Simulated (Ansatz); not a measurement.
Stretching the As1–H2 bond in AsH (multiplicity 3 held). Energies count from the point at 1.536 Å.


Unrestricted levels (U-) break spin symmetry where that is lower. Active spaces are followed from rest. Full CI gives the lowest state of the spin. Curves can end on different states.

Cores are frozen in the correlated methods. Filled d and f shells under p-block atoms count as core.

Programs: Ansatz (Gaussian orbitals). Each number belongs to the level named beside it.

Energies in kcal/mol.

```json
[
 {"R (Å)": "1.228", "U-SCS-MP2/cc-pVDZ": "31.7", "U-CCSD/cc-pVDZ": "32.2", "U-CCSD(T)/cc-pVDZ": "32.4", "FIC-MRCISD+Q on CASSCF(6,5)/cc-pVDZ": "32.5", "FCI/cc-pVDZ": "32.5"},
 {"R (Å)": "1.382", "U-SCS-MP2/cc-pVDZ": "6.0", "U-CCSD/cc-pVDZ": "6.4", "U-CCSD(T)/cc-pVDZ": "6.5", "FIC-MRCISD+Q on CASSCF(6,5)/cc-pVDZ": "6.5", "FCI/cc-pVDZ": "6.5"},
 {"R (Å)": "1.536", "U-SCS-MP2/cc-pVDZ": "0.0", "U-CCSD/cc-pVDZ": "0.0", "U-CCSD(T)/cc-pVDZ": "0.0", "FIC-MRCISD+Q on CASSCF(6,5)/cc-pVDZ": "0.0", "FCI/cc-pVDZ": "0.0"},
 {"R (Å)": "1.689", "U-SCS-MP2/cc-pVDZ": "4.0", "U-CCSD/cc-pVDZ": "3.5", "U-CCSD(T)/cc-pVDZ": "3.3", "FIC-MRCISD+Q on CASSCF(6,5)/cc-pVDZ": "3.3", "FCI/cc-pVDZ": "3.3"},
 {"R (Å)": "1.843", "U-SCS-MP2/cc-pVDZ": "13.0", "U-CCSD/cc-pVDZ": "11.5", "U-CCSD(T)/cc-pVDZ": "11.2", "FIC-MRCISD+Q on CASSCF(6,5)/cc-pVDZ": "11.0", "FCI/cc-pVDZ": "11.0"},
 {"R (Å)": "2.073", "U-SCS-MP2/cc-pVDZ": "32.3", "U-CCSD/cc-pVDZ": "25.9", "U-CCSD(T)/cc-pVDZ": "25.3", "FIC-MRCISD+Q on CASSCF(6,5)/cc-pVDZ": "24.7", "FCI/cc-pVDZ": "24.9"},
 {"R (Å)": "2.303", "U-SCS-MP2/cc-pVDZ": "45.2", "U-CCSD/cc-pVDZ": "39.0", "U-CCSD(T)/cc-pVDZ": "38.3", "FIC-MRCISD+Q on CASSCF(6,5)/cc-pVDZ": "37.1", "FCI/cc-pVDZ": "37.3"},
 {"R (Å)": "2.687", "U-SCS-MP2/cc-pVDZ": "53.5", "U-CCSD/cc-pVDZ": "52.3", "U-CCSD(T)/cc-pVDZ": "52.1", "FIC-MRCISD+Q on CASSCF(6,5)/cc-pVDZ": "50.4", "FCI/cc-pVDZ": "50.7"},
 {"R (Å)": "3.071", "U-SCS-MP2/cc-pVDZ": "55.9", "U-CCSD/cc-pVDZ": "56.7", "U-CCSD(T)/cc-pVDZ": "57.1", "FIC-MRCISD+Q on CASSCF(6,5)/cc-pVDZ": "55.9", "FCI/cc-pVDZ": "56.3"},
 {"R (Å)": "3.532", "U-SCS-MP2/cc-pVDZ": "56.8", "U-CCSD/cc-pVDZ": "57.9", "U-CCSD(T)/cc-pVDZ": "58.5", "FIC-MRCISD+Q on CASSCF(6,5)/cc-pVDZ": "58.0", "FCI/cc-pVDZ": "58.4"},
 {"R (Å)": "4.146", "U-SCS-MP2/cc-pVDZ": "57.1", "U-CCSD/cc-pVDZ": "58.3", "U-CCSD(T)/cc-pVDZ": "58.8", "FIC-MRCISD+Q on CASSCF(6,5)/cc-pVDZ": "58.6", "FCI/cc-pVDZ": "59.1"},
 {"R (Å)": "4.914", "U-SCS-MP2/cc-pVDZ": "57.1", "U-CCSD/cc-pVDZ": "58.3", "U-CCSD(T)/cc-pVDZ": "58.9", "FIC-MRCISD+Q on CASSCF(6,5)/cc-pVDZ": "58.7", "FCI/cc-pVDZ": "59.2"},
 {"R (Å)": "6.142", "U-SCS-MP2/cc-pVDZ": "57.1", "U-CCSD/cc-pVDZ": "58.4", "U-CCSD(T)/cc-pVDZ": "58.9", "FIC-MRCISD+Q on CASSCF(6,5)/cc-pVDZ": "58.8", "FCI/cc-pVDZ": "59.3"}
]
```

Doubts at one or more of the structures used: a spin-contaminated determinant (U-SCS-MP2/cc-pVDZ, U-CCSD/cc-pVDZ, U-CCSD(T)/cc-pVDZ); T1 above 0.05 (U-CCSD/cc-pVDZ, U-CCSD(T)/cc-pVDZ).

Ansatz is a quantum-chemistry and plane-wave program.
